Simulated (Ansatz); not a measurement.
`N[CH](F)[GeH3]` and `N[CH2][GeH3]` differ in one atom or group.

Ansatz, PBE0-D4/def2-TZVP geometries, multiplicity 1. Each molecule was computed in one conformer, which needn't be the lowest.

Scalar relativity is left out up to krypton.

| property | `N[CH](F)[GeH3]` |
| --- | --- |
| LUMO energy (ωB97M-V/def2-TZVPP) / eV | 2.27 |
| HOMO energy (PBE/def2-TZVPP) / eV | -6.46 |
| HOMO energy (B3LYP/def2-TZVPP) / eV | -7.71 |
| LUMO energy (B3LYP/def2-TZVPP) / eV | 0.41 |
| HOMO energy (ωB97M-V/def2-TZVPP) / eV | -10.29 |
| HOMO–LUMO gap (PBE/def2-TZVPP) / eV | 6.37 |

**Question.** Give the same properties after the change, and the shifts. (Best estimate.)

**Answer.** Ansatz gave: 
```tsv
property	`N[CH2][GeH3]`	shift
LUMO energy (ωB97M-V/def2-TZVPP) / eV	2.21	-0.06
HOMO energy (PBE/def2-TZVPP) / eV	-5.45	1.01
HOMO energy (B3LYP/def2-TZVPP) / eV	-6.68	1.03
LUMO energy (B3LYP/def2-TZVPP) / eV	0.41	0.00
HOMO energy (ωB97M-V/def2-TZVPP) / eV	-9.28	1.01
HOMO–LUMO gap (PBE/def2-TZVPP) / eV	5.37	-1.00
```

B3LYP here is the variant with VWN-RPA as its local correlation; programs differ in this.
